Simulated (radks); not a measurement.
Charge is removed step by step from the 1s level of Kr+, starting from [Ar] 3d10 4s2 4p5. Calculated with a radial shooting solver on a logarithmic mesh with Libxc functionals: scalar-relativistic Kohn-Sham, SCAN, spin-unpolarised, spherical densities, finite nucleus; meta-GGA in the generalised Kohn-Sham scheme; Fermi nuclear charge, rms radius 4.1884 fm.

removed (e),E - E(0) (eV),eigenvalue (eV),E minus straight line (eV)
0,0.000,-14206.6,0.000
0.125,1778.7,-14262.3,-24.084
0.25,3564.4,-14317.8,-41.219
0.375,5357.0,-14373.1,-51.428
0.5,7156.5,-14428.0,-54.736
0.625,8962.9,-14482.6,-51.194
0.75,10776.1,-14536.7,-40.843
0.875,12596.0,-14590.3,-23.752
1,14422.6,-14643.1,0.000

Removing the whole electron costs 14422.6 eV by Delta-SCF, against 14206.6 eV from minus the eigenvalue at the starting occupation. Slater's transition state (half an electron removed) gives 14428.0 eV. Integrating minus the eigenvalue over the occupation (Janak's theorem) gives 14427.0 eV. In this scalar-relativistic scheme the density is built from large components alone, so the theorem holds only approximately. The mean slope of the eigenvalue, de/dn, is 437 eV per electron.
